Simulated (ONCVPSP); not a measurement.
# Scattering properties, ONCV potential for silver

```json
{
 "Element": "silver",
 "Generator": "ONCVPSP 4.0.1",
 "Type": "optimised norm-conserving Vanderbilt (ONCV)",
 "Functional": "PBE",
 "Relativity": "fully relativistic",
 "Frozen core": "[Ar] 3d10",
 "Valence charge": "19",
 "Reference configuration": "4s2 4p6 4d10 5s1",
 "Partial waves": "4s+5s: rc 1.45 bohr, ncon 4, nbas 7, qcut 10.6 1/bohr, 2 projectors; 4p: rc 1.35 bohr, ncon 5, nbas 8, qcut 8.1 1/bohr, 2 projectors, debl 2.6 Ha; 4d: rc 1.20 bohr, ncon 4, nbas 7, qcut 8.3 1/bohr, 3 projectors, debl 3 Ha",
 "Local potential": "polynomial inside 0.75 bohr (lpopt 4, dvloc0 4 Ha)",
 "Core correction": "polynomial model core, fcfact 0.35"
}
```

Open shells are filled in proportion to 2j + 1.

The phase is arctan(r·R′/R) of the radial function R(r), unwrapped; energies in Ha, scanned from -5 to 5 Ha. A pole is an energy at which the radial function vanishes at the test radius. The pseudo phase is shifted by a multiple of π to meet the all-electron one at the reference energy, and phase errors are pseudo minus all-electron; the curves can meet again beyond the range given. Levels narrower than the energy grid can be missing from the lists of poles.

Problem. For each channel, where are the poles, and over which energies does the pseudopotential scatter like the atom?

Solution.

```json
{"channel": "s", "radius (bohr)": "1.47", "reference energy (Ha)": "-0.16", "poles, all-electron": "-2.89", "poles, pseudo": "-2.89", "unbroken range about the reference energy with phases within 0.05 rad": "the whole range", "phase error 1 Ha above the reference energy (rad)": "-0.000"}
{"channel": "p3/2", "radius (bohr)": "1.37", "reference energy (Ha)": "-2.09", "poles, all-electron": "-0.73", "poles, pseudo": "-0.73", "unbroken range about the reference energy with phases within 0.05 rad": "the whole range", "phase error 1 Ha above the reference energy (rad)": "-0.000"}
{"channel": "p1/2", "radius (bohr)": "1.37", "reference energy (Ha)": "-2.28", "poles, all-electron": "-1.06", "poles, pseudo": "-1.06", "unbroken range about the reference energy with phases within 0.05 rad": "the whole range", "phase error 1 Ha above the reference energy (rad)": "-0.000"}
{"channel": "d5/2", "radius (bohr)": "1.22", "reference energy (Ha)": "-0.27", "poles, all-electron": "3.16", "poles, pseudo": "3.16", "unbroken range about the reference energy with phases within 0.05 rad": "the whole range", "phase error 1 Ha above the reference energy (rad)": "+0.000"}
{"channel": "d3/2", "radius (bohr)": "1.22", "reference energy (Ha)": "-0.29", "poles, all-electron": "3.07", "poles, pseudo": "3.07", "unbroken range about the reference energy with phases within 0.05 rad": "the whole range", "phase error 1 Ha above the reference energy (rad)": "+0.000"}
```

Phases in the s channel:

```json
{"E (Ha)": "-4.96", "all-electron": "0.960", "pseudo": "0.960"}
{"E (Ha)": "-4.72", "all-electron": "0.816", "pseudo": "0.816"}
{"E (Ha)": "-4.48", "all-electron": "0.553", "pseudo": "0.553"}
{"E (Ha)": "-4.24", "all-electron": "0.048", "pseudo": "0.048"}
{"E (Ha)": "-4.00", "all-electron": "-0.625", "pseudo": "-0.625"}
{"E (Ha)": "-3.76", "all-electron": "-1.077", "pseudo": "-1.077"}
{"E (Ha)": "-3.52", "all-electron": "-1.312", "pseudo": "-1.312"}
{"E (Ha)": "-3.28", "all-electron": "-1.445", "pseudo": "-1.445"}
{"E (Ha)": "-3.04", "all-electron": "-1.531", "pseudo": "-1.531"}
{"E (Ha)": "-2.80", "all-electron": "-1.592", "pseudo": "-1.592"}
{"E (Ha)": "-2.56", "all-electron": "-1.639", "pseudo": "-1.639"}
{"E (Ha)": "-2.32", "all-electron": "-1.678", "pseudo": "-1.678"}
{"E (Ha)": "-2.08", "all-electron": "-1.712", "pseudo": "-1.712"}
{"E (Ha)": "-1.84", "all-electron": "-1.742", "pseudo": "-1.742"}
{"E (Ha)": "-1.60", "all-electron": "-1.772", "pseudo": "-1.772"}
{"E (Ha)": "-1.36", "all-electron": "-1.801", "pseudo": "-1.801"}
{"E (Ha)": "-1.12", "all-electron": "-1.831", "pseudo": "-1.831"}
{"E (Ha)": "-0.88", "all-electron": "-1.863", "pseudo": "-1.863"}
{"E (Ha)": "-0.64", "all-electron": "-1.897", "pseudo": "-1.897"}
{"E (Ha)": "-0.40", "all-electron": "-1.935", "pseudo": "-1.935"}
{"E (Ha)": "-0.16", "all-electron": "-1.979", "pseudo": "-1.979"}
{"E (Ha)": "0.08", "all-electron": "-2.031", "pseudo": "-2.031"}
{"E (Ha)": "0.32", "all-electron": "-2.093", "pseudo": "-2.093"}
{"E (Ha)": "0.56", "all-electron": "-2.169", "pseudo": "-2.169"}
{"E (Ha)": "0.80", "all-electron": "-2.265", "pseudo": "-2.265"}
{"E (Ha)": "1.04", "all-electron": "-2.389", "pseudo": "-2.389"}
{"E (Ha)": "1.28", "all-electron": "-2.550", "pseudo": "-2.551"}
{"E (Ha)": "1.52", "all-electron": "-2.758", "pseudo": "-2.758"}
{"E (Ha)": "1.76", "all-electron": "-3.010", "pseudo": "-3.011"}
{"E (Ha)": "2.00", "all-electron": "-3.285", "pseudo": "-3.287"}
{"E (Ha)": "2.24", "all-electron": "-3.547", "pseudo": "-3.550"}
{"E (Ha)": "2.48", "all-electron": "-3.768", "pseudo": "-3.771"}
{"E (Ha)": "2.72", "all-electron": "-3.942", "pseudo": "-3.944"}
{"E (Ha)": "2.96", "all-electron": "-4.074", "pseudo": "-4.077"}
{"E (Ha)": "3.20", "all-electron": "-4.176", "pseudo": "-4.179"}
{"E (Ha)": "3.44", "all-electron": "-4.256", "pseudo": "-4.258"}
{"E (Ha)": "3.68", "all-electron": "-4.319", "pseudo": "-4.321"}
{"E (Ha)": "3.92", "all-electron": "-4.370", "pseudo": "-4.373"}
{"E (Ha)": "4.16", "all-electron": "-4.412", "pseudo": "-4.415"}
{"E (Ha)": "4.40", "all-electron": "-4.448", "pseudo": "-4.451"}
{"E (Ha)": "4.64", "all-electron": "-4.478", "pseudo": "-4.481"}
{"E (Ha)": "4.88", "all-electron": "-4.504", "pseudo": "-4.507"}
```
